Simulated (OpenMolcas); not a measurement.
Ta4+ (d1) among equal point charges was computed by CASSCF with the d shell active (OpenMolcas, ANO-RCC-VDZP on the metal). Its lowest spin-free states, and all those of the highest spin:

```json
{"2S+1": "2", "Degeneracy": "1", "E (cm-1)": "0.0"}
{"2S+1": "2", "Degeneracy": "2", "E (cm-1)": "14209"}
{"2S+1": "2", "Degeneracy": "1", "E (cm-1)": "32004"}
{"2S+1": "2", "Degeneracy": "1", "E (cm-1)": "47493"}
```

Question: Is the site octahedral, tetrahedral or cube-like, axial, or of lower symmetry?

Answer: The states with 2S+1 = 2 have orbital degeneracies 1, 2, 1, 1. There are pairs but no triples, so the site is axial: not cubic, but with a proper or improper axis of order three or more. The run had Ta4+ among 4 point charges of -2 e arranged as a square (D4h), 2.07 Å from the ion.

This is an electrostatic model: the charges have no orbitals. No measured value stands beside these numbers.
